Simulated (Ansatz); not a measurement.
One change: `O=C[SiH]1N[SiH2]1` becomes `[ZnH][SiH]1N[SiH2]1`.

Ansatz, PBE0-D4/def2-TZVP geometries, multiplicity 1. Each molecule was computed in one conformer, which needn't be the lowest.

Scalar relativity is left out up to krypton.

```csv
property,`O=C[SiH]1N[SiH2]1`
LUMO energy (PBE/def2-TZVPP) / eV,-2.91
HOMO energy (ωB97M-V/def2-TZVPP) / eV,-8.96
HOMO–LUMO gap (ωB97M-V/def2-TZVPP) / eV,9.16
HOMO–LUMO gap (B3LYP/def2-TZVPP) / eV,4.48
size of the dipole moment (B3LYP/def2-TZVPP) / D,2.98
LUMO energy (PBE0/def2-TZVPP) / eV,-1.90
```

(1) Give the same properties after the change, and the shifts. (Best estimate.)

Answers

(1) The calculation gave: 
```csv
property,`[ZnH][SiH]1N[SiH2]1`,shift
LUMO energy (PBE/def2-TZVPP) / eV,-2.18,0.73
HOMO energy (ωB97M-V/def2-TZVPP) / eV,-8.43,0.53
HOMO–LUMO gap (ωB97M-V/def2-TZVPP) / eV,8.52,-0.64
HOMO–LUMO gap (B3LYP/def2-TZVPP) / eV,4.65,0.17
size of the dipole moment (B3LYP/def2-TZVPP) / D,0.80,-2.18
LUMO energy (PBE0/def2-TZVPP) / eV,-1.45,0.45
```

With PBE0 the HOMO rises by 0.31 eV and the LUMO rises by 0.45 eV, so the gap widens by about 0.14 eV. PBE moves the HOMO by -0.08 eV and ωB97M-V by 0.53 eV. Dipoles are sizes alone; their direction can turn.

B3LYP here is the variant with VWN-RPA as its local correlation; programs differ in this.
